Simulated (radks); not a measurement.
Task: Neutral terbium: order these configurations by energy. Method: Dirac Kohn-Sham, relativistic LDA (MacDonald-Vosko exchange, VWN5 correlation), spin-unpolarised, spherical densities, finite nucleus; Fermi nuclear charge, rms radius of each element as measured or else 0.836 A^(1/3) + 0.57 fm; computed with a radial shooting solver on a logarithmic mesh with Libxc functionals. Sub-shells are occupied by j as written (lower j first in brackets). [Xe] 4f(5/2: 5, 7/2: 3) 5d(3/2: 1, 5/2: 0) 6s2; [Xe] 4f(5/2: 5, 7/2: 3) 6s2 6p(1/2: 1, 3/2: 0); [Xe] 4f(5/2: 6, 7/2: 2) 5d(3/2: 1, 5/2: 0) 6s2; [Xe] 4f(5/2: 6, 7/2: 2) 6s2 6p(1/2: 1, 3/2: 0); [Xe] 4f(5/2: 6, 7/2: 3) 6s2.

Result: From the lowest, in eV above it: [Xe] 4f(5/2: 6, 7/2: 3) 6s2 0.000; [Xe] 4f(5/2: 6, 7/2: 2) 5d(3/2: 1, 5/2: 0) 6s2 3.550; [Xe] 4f(5/2: 5, 7/2: 3) 5d(3/2: 1, 5/2: 0) 6s2 4.397; [Xe] 4f(5/2: 6, 7/2: 2) 6s2 6p(1/2: 1, 3/2: 0) 5.309; [Xe] 4f(5/2: 5, 7/2: 3) 6s2 6p(1/2: 1, 3/2: 0) 6.158.
